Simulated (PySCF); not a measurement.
# Ni+: excitation energy

Ni+ [Ar] 3d9 (2D) → Ni+ [Ar] 3d8 4p1 (high-spin determinant), as a difference of total energies. Computed with PySCF 2.14 in x2c-QZVPPall (11s7p6d4f2g, 108 functions), with the spin-free X2C one-electron Hamiltonian (Gaussian nucleus). Correlated levels: valence: [Ar] frozen; valence and next inner shell: [Ne] frozen. The calculations carry no spin-orbit coupling.

| method | excitation energy (eV) |
| --- | --- |
| UHF | 4.091 |
| LDA | 7.250 |
| PBE | 6.691 |
| PBE0 | 6.237 |
| MP2 (valence) | 6.950 |
| SCS-MP2 (valence) | 6.775 |
| MP2 (valence and next inner shell) | 7.591 |
| SCS-MP2 (valence and next inner shell) | 7.235 |

Task: How much does correlation contribute at MP2 (valence and next inner shell)?

Result: 7.591 − (4.091) = 3.500 eV, measured against UHF.

A first-order spin-orbit estimate (lowest level to lowest level, LS coupling) adds -0.028 eV.

The basis was made for the ground configuration and has no added diffuse functions, so the excitation energy can come out too high.

The determinant of the upper state mixes LS terms, which raises its energy above the lowest term, most at the Hartree-Fock and MP2 levels.
